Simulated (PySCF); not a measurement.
H2ClGeN (SMILES [NH2][Ge][Cl]), singlet, at a GFN2-xTB geometry. Base run: M062X/cc-pVDZ (PySCF).

The PySCF input:
```python
from pyscf import gto, scf, dft, solvent

mol = gto.M(
    atom='''
Ge   -0.37220232   -0.18048691    0.53164545
Cl    0.88325084    1.18968921   -0.58368688
N    -0.34518352   -1.50914512   -0.70163336
H     0.13765245   -1.49664213   -1.58864365
H    -0.82615771   -2.38847766   -0.58990004
''',
    basis='cc-pvdz',
    verbose=4,
)

mf = dft.RKS(mol)
mf.xc = 'm062x'
mf.kernel()
```

The base run was repeated with changes; each row names its change, and settings that it needs were set with it.

```csv
change,ΔE vs base (kJ/mol),dipole (D),HOMO-LUMO gap (eV)
base,0.00,2.89,7.76
model = IEF-PCM; solvent = toluene,-8.30,3.31,7.81
model = SS(V)PE; solvent = toluene,-8.26,3.30,7.81
model = IEF-PCM; solvent = toluene; vdw_scale = 1.0,-14.60,3.42,7.85
model = COSMO; solvent = toluene,-7.89,3.27,7.81
model = IEF-PCM; solvent = toluene; vdw_scale = 1.4,[?],[?],7.79
model = C-PCM; solvent = toluene,-9.71,3.36,7.82
model = IEF-PCM; solvent = toluene; lebedev_order = 11,-7.89,3.30,7.81
model = IEF-PCM; solvent = water,[?],[?],[?]
model = IEF-PCM; solvent = chloroform,-12.56,3.52,7.84
model = ddCOSMO; solvent = toluene,-8.15,3.30,7.84
model = IEF-PCM; solvent = toluene; r_probe = 0.5,[?],[?],7.79
```

Question: Fill in the missing entries.

Answer: 
- model = IEF-PCM; solvent = toluene; vdw_scale = 1.4, ΔE vs base (kJ/mol): -5.06
- model = IEF-PCM; solvent = toluene; vdw_scale = 1.4, dipole (D): 3.20
- model = IEF-PCM; solvent = water, ΔE vs base (kJ/mol): -17.66
- model = IEF-PCM; solvent = water, dipole (D): 3.79
- model = IEF-PCM; solvent = water, HOMO-LUMO gap (eV): 7.87
- model = IEF-PCM; solvent = toluene; r_probe = 0.5, ΔE vs base (kJ/mol): -3.79
- model = IEF-PCM; solvent = toluene; r_probe = 0.5, dipole (D): 3.15

The base is the gas phase, so ΔE is the electrostatic part of solvation at a fixed geometry, without cavity and dispersion terms.
